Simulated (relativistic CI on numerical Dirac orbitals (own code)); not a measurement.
# Level scheme of Sm50+

Calculated at this level of theory: Dirac-Coulomb-Breit CI, orbitals from a KLI potential per configuration, a model potential for QED, unscaled Slater integrals (own radial code, finite nucleus).

Configurations in the expansion (outside the closed core [Ne]): 3s2, 3s.3p, 3p2, 3s.3d, 3d2, 3p.3d, 3p.4s, 3d.4s, 3s.4s, 3s.4p, 3s.4d, 3s.4f, 3s.5s, 3s.5p, 3s.5d, 3s.5f. Levels of other configurations are missing.

| No. | Configuration | Term | J | E (Ry) | % | Next component (%) | Lifetime (s) | jj configuration (%) |
| --- | --- | --- | --- | --- | --- | --- | --- | --- |
| 1 | 3s2 | 1S | 0 | 0.000 | 99 | 1 3p2 1S |  | closed (99) |
| 2 | 3s.3p | 3P° | 0 | 7.783 | 100 |  |  | 3s 3p1/2 (100) |
| 3 | 3s.3p | 3P° | 1 | 8.645 | 77 | 23 1P° | 9.58e-11 | 3s 3p1/2 (98) |
| 4 | 3p2 | 3P | 0 | 18.736 | 71 | 28 1S | 1.09e-11 | 3p1/2^2 (99) |
| 5 | 3s.3p | 3P° | 2 | 19.587 | 100 |  | 5.59e-08 | 3s 3p3/2 (100) |
| 6 | 3s.3p | 1P° | 1 | 21.863 | 76 | 23 3P° | 1.50e-12 | 3s 3p3/2 (98) |
| 7 | 3p2 | 1D | 2 | 29.639 | 57 | 28 3P | 5.59e-12 | 3p1/2 3p3/2 (86) |
| 8 | 3p2 | 3P | 1 | 29.724 | 100 |  | 1.99e-12 | 3p1/2 3p3/2 (100) |
| 9 | 3s.3d | 3D | 1 | 32.251 | 100 |  | 2.16e-12 | 3s 3d3/2 (100) |
| 10 | 3s.3d | 3D | 2 | 32.815 | 81 | 12 1D | 1.56e-12 | 3s 3d3/2 (84) |
| 11 | 3s.3d | 3D | 3 | 34.921 | 100 |  | 7.60e-12 | 3s 3d5/2 (100) |
| 12 | 3s.3d | 1D | 2 | 35.969 | 72 | 17 3D | 4.17e-12 | 3s 3d5/2 (85) |
| 13 | 3p.3d | 3F° | 2 | 40.668 | 76 | 20 1D° | 2.68e-11 | 3p1/2 3d3/2 (100) |
| 14 | 3p2 | 3P | 2 | 42.141 | 57 | 38 1D | 1.07e-12 | 3p3/2^2 (95) |
| 15 | 3p.3d | 3D° | 1 | 42.699 | 55 | 26 1P° | 1.54e-12 | 3p1/2 3d3/2 (99) |
| 16 | 3p2 | 1S | 0 | 43.157 | 70 | 29 3P | 1.13e-12 | 3p3/2^2 (99) |
| 17 | 3p.3d | 3P° | 2 | 44.428 | 46 | 34 3D° | 6.06e-12 | 3p1/2 3d5/2 (100) |
| 18 | 3p.3d | 3F° | 3 | 44.524 | 58 | 21 1F° | 9.85e-12 | 3p1/2 3d5/2 (98) |
| 19 | 3p.3d | 3D° | 2 | 53.205 | 49 | 30 1D° | 1.16e-12 | 3p3/2 3d3/2 (97) |
| 20 | 3p.3d | 3P° | 0 | 53.831 | 100 |  | 1.08e-12 | 3p3/2 3d3/2 (100) |
| 21 | 3p.3d | 3F° | 3 | 53.844 | 42 | 29 1F° | 1.25e-12 | 3p3/2 3d3/2 (91) |
| 22 | 3p.3d | 3P° | 1 | 53.872 | 63 | 33 3D° | 1.09e-12 | 3p3/2 3d3/2 (99) |
| 23 | 3p.3d | 3F° | 4 | 55.176 | 100 |  | 2.69e-12 | 3p3/2 3d5/2 (100) |
| 24 | 3p.3d | 3P° | 2 | 55.948 | 50 | 34 1D° | 1.77e-12 | 3p3/2 3d5/2 (97) |
| 25 | 3p.3d | 3D° | 3 | 57.181 | 50 | 50 1F° | 1.65e-12 | 3p3/2 3d5/2 (92) |
| 26 | 3p.3d | 1P° | 1 | 57.925 | 70 | 19 3P° | 1.50e-12 | 3p3/2 3d5/2 (98) |
| 27 | 3d2 | 3F | 2 | 65.252 | 78 | 19 1D | 1.16e-12 | 3d3/2^2 (98) |
| 28 | 3d2 | 3P | 0 | 66.777 | 78 | 22 1S | 1.01e-12 | 3d3/2^2 (96) |
| 29 | 3d2 | 3F | 3 | 67.674 | 100 |  | 1.84e-12 | 3d3/2 3d5/2 (100) |
| 30 | 3d2 | 3P | 2 | 68.439 | 49 | 34 1D | 1.61e-12 | 3d3/2 3d5/2 (98) |
| 31 | 3d2 | 1G | 4 | 68.517 | 58 | 42 3F | 2.19e-12 | 3d3/2 3d5/2 (94) |
| 32 | 3d2 | 3P | 1 | 68.717 | 100 |  | 1.55e-12 | 3d3/2 3d5/2 (100) |
| 33 | 3d2 | 3F | 4 | 70.705 | 58 | 42 1G | 4.47e-12 | 3d5/2^2 (94) |
| 34 | 3d2 | 3P | 2 | 71.271 | 49 | 46 1D | 3.57e-12 | 3d5/2^2 (99) |
| 35 | 3d2 | 1S | 0 | 73.126 | 77 | 22 3P | 2.47e-12 | 3d5/2^2 (95) |
| 36 | 3s.4s | 3S | 1 | 152.989 | 100 |  | 3.74e-14 | 3s 4s (100) |
| 37 | 3s.4s | 1S | 0 | 153.878 | 100 |  | 3.95e-14 | 3s 4s (100) |
| 38 | 3s.4p | 3P° | 0 | 157.082 | 99 | 1 3p.4s 3P° | 1.58e-13 | 3s 4p1/2 (99) |
| 39 | 3s.4p | 3P° | 1 | 157.165 | 68 | 32 1P° | 4.54e-14 | 3s 4p1/2 (100) |
| 40 | 3s.4p | 1P° | 1 | 161.390 | 40 | 24 3p.4s 3P° | 3.73e-14 | 3s 4p3/2 (61) |
| 41 | 3s.4p | 3P° | 2 | 161.872 | 100 |  | 2.10e-13 | 3s 4p3/2 (100) |
| 42 | 3p.4s | 3P° | 0 | 162.334 | 99 | 1 3s.4p 3P° | 5.41e-14 | 3p1/2 4s (99) |
| 43 | 3p.4s | 3P° | 1 | 163.088 | 45 | 28 3s.4p 1P° | 4.07e-14 | 3p1/2 4s (61) |
| 44 | 3s.4d | 3D | 1 | 166.423 | 100 |  | 2.02e-14 | 3s 4d3/2 (100) |
| 45 | 3s.4d | 3D | 2 | 166.488 | 68 | 32 1D | 2.04e-14 | 3s 4d3/2 (99) |
| 46 | 3s.4d | 3D | 3 | 167.568 | 100 |  | 1.97e-14 | 3s 4d5/2 (100) |
| 47 | 3s.4d | 1D | 2 | 167.696 | 68 | 32 3D | 2.01e-14 | 3s 4d5/2 (99) |
| 48 | 3s.4f | 3F° | 2 | 170.250 | 100 |  | 9.49e-15 | 3s 4f5/2 (100) |
| 49 | 3s.4f | 3F° | 3 | 170.373 | 90 | 10 1F° | 9.51e-15 | 3s 4f5/2 (85) |
| 50 | 3s.4f | 3F° | 4 | 170.729 | 100 |  | 9.65e-15 | 3s 4f7/2 (100) |
| 51 | 3s.4f | 1F° | 3 | 171.202 | 90 | 10 3F° | 9.65e-15 | 3s 4f7/2 (85) |
| 52 | 3p.4s | 3P° | 2 | 174.263 | 100 |  | 5.93e-14 | 3p3/2 4s (100) |
| 53 | 3p.4s | 1P° | 1 | 174.588 | 68 | 31 3P° | 3.48e-14 | 3p3/2 4s (99) |
| 54 | 3d.4s | 3D | 1 | 185.536 | 100 |  | 3.91e-14 | 3d3/2 4s (100) |
| 55 | 3d.4s | 3D | 2 | 185.618 | 64 | 36 1D | 3.97e-14 | 3d3/2 4s (100) |
| 56 | 3d.4s | 3D | 3 | 188.250 | 100 |  | 3.94e-14 | 3d5/2 4s (100) |
| 57 | 3d.4s | 1D | 2 | 188.395 | 64 | 36 3D | 4.07e-14 | 3d5/2 4s (100) |
| 58 | 3s.5s | 3S | 1 | 220.971 | 100 |  | 4.66e-14 | 3s 5s (100) |
| 59 | 3s.5s | 1S | 0 | 221.287 | 100 |  | 4.94e-14 | 3s 5s (100) |
| 60 | 3s.5p | 3P° | 0 | 223.002 | 100 |  | 9.06e-14 | 3s 5p1/2 (100) |
| 61 | 3s.5p | 3P° | 1 | 223.037 | 69 | 31 1P° | 5.06e-14 | 3s 5p1/2 (100) |
| 62 | 3s.5p | 3P° | 2 | 225.391 | 100 |  | 1.24e-13 | 3s 5p3/2 (100) |
| 63 | 3s.5p | 1P° | 1 | 225.475 | 69 | 31 3P° | 4.32e-14 | 3s 5p3/2 (100) |
| 64 | 3s.5d | 3D | 1 | 227.603 | 100 |  | 2.72e-14 | 3s 5d3/2 (100) |
| 65 | 3s.5d | 3D | 2 | 227.637 | 68 | 32 1D | 2.73e-14 | 3s 5d3/2 (99) |
| 66 | 3s.5d | 3D | 3 | 228.190 | 100 |  | 2.71e-14 | 3s 5d5/2 (100) |
| 67 | 3s.5d | 1D | 2 | 228.259 | 68 | 32 3D | 2.72e-14 | 3s 5d5/2 (99) |
| 68 | 3s.5f | 3F° | 2 | 229.516 | 100 |  | 1.81e-14 | 3s 5f5/2 (100) |
| 69 | 3s.5f | 3F° | 3 | 229.564 | 83 | 17 1F° | 1.81e-14 | 3s 5f5/2 (92) |
| 70 | 3s.5f | 3F° | 4 | 229.763 | 100 |  | 1.85e-14 | 3s 5f7/2 (100) |

Energies count from the lowest computed level; ° marks odd parity; lifetimes are radiative, by E1, M1, E2, M2 decay to levels of this space only; some are left blank where a channel outside the calculation adds to the decay or the decay crosses a small, uncertain gap. Filled j subshells are mostly left out of the jj labels.

The mean weight of the leading LS term, summed over parents, in these 70 levels is 80 %, and that of the leading jj configuration (from the same eigenvectors) 97 %, so jj coupling describes them better and the LS labels are nominal.

At this charge energies of transitions that change n are usually good to better than 1 %, and those within a shell (Δn = 0) to a few per cent.

LS names give the leading component of a level, which can be under half, so a name can repeat, a term be missing and a line seem to break the LS rules.
